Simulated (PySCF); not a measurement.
**Bond curve of SeI**

Set-up: basis Se cc-pVTZ-PP with ECP10, I cc-pVTZ-PP with ECP28; scalar-relativistic core potentials; PySCF 2.14. Energies in eV from Se + I in their ground configurations at the same level. All curves are PBE0. state 1: ²Π (doublet), unpaired electrons π ↑; state 2: ⁴Σ⁻ (quartet), unpaired electrons σ ↑, π ↑↑, a second solution, started from another occupation.

```tsv
R (Å)	state 1	state 2
2.114	-1.007	2.174
2.212	-1.752	1.002
2.311	-2.144	0.196
2.384	-2.275	-0.230
2.458	-2.306	-0.537
2.532	-2.263	-0.750
2.630	-2.125	-0.923
2.753	-1.872	-1.008
2.900	-1.511	-0.984
3.097	-1.022	-0.839
```

Put a parabola through the three lowest points of the state 1 curve and estimate Re, k and ωe (reduced mass 49.04 u; 1 eV/Å² = 0.16022 mdyn/Å; ωe = 1302.8·√(k/μ) cm⁻¹).

Through R = 2.384, 2.458, 2.532 Å the second-order coefficient is 6.76 eV/Å², so Re ≈ 2.452 Å, k ≈ 2.17 mdyn/Å and ωe ≈ 274 cm⁻¹. A polynomial fit of higher order to the unrounded PBE0 energies gives Re = 2.448 Å, k = 2.26 mdyn/Å, ωe = 280 cm⁻¹; anharmonicity and rounding make the difference.

The higher-order fit for each curve: state 1: Re = 2.448 Å, ωe = 280 cm⁻¹, De = 2.31 eV; state 2: Re = 2.793 Å, ωe = 174 cm⁻¹, minimum 1.01 eV below the ground-state fragments.

⟨S²⟩ of the unrestricted solution departs from its pure value on part of the curve, where spin states mix. Spin–orbit coupling is left out, which matters for elements this heavy, above all for dissociation energies. The state is the lowest determinant that a PBE0 search found; another state may lie lower at other levels.
